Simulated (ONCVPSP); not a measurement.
copper: ONCV pseudisation with PBE, scalar-relativistic reference atom.

ONCVPSP 4.0.1 input, shortened (lines: element, Z, core and valence counts, functional; n l f; lmax; l rc ep ncon nbas qcut; lloc lpopt rc5 dvloc0; l nproj debl; icmod fcfact rcfact), PBE, scalar-relativistic:

```
  Cu 29.00    5    1        4      upf
    1    0    2.00
    2    0    2.00
    2    1    6.00
    3    0    2.00
    3    1    6.00
    3    2    9.00
    3
    0    1.50    0.34    4    9    4.60
    1    1.30    0.02    4    7    7.20
    2    1.45    0.00    4    8    8.80
    3    1.10    0.29    3    6   11.20
    4    5    0.95    3.00
    0    2    2.10
    1    2    2.30
    2    1    3.10
    3    2    2.50
    2    0.70    1.00
```

All-electron outer shells of the reference configuration (PBE, scalar-relativistic, ld1.x):

| shell | level (eV) | outermost node (bohr) | outermost maximum (bohr) |
| --- | --- | --- | --- |
| 3d | -29.63 | – | 0.60 |

Problem. Does this generation succeed?

Solution. No. ONCVPSP 4.0.1 stopped with "optimize: ERROR ps0norm > uunorm, code will stop": the continuity conditions at rc already need more norm inside rc than the all-electron wave has, so norm conservation cannot be met. It happened in the p channel.
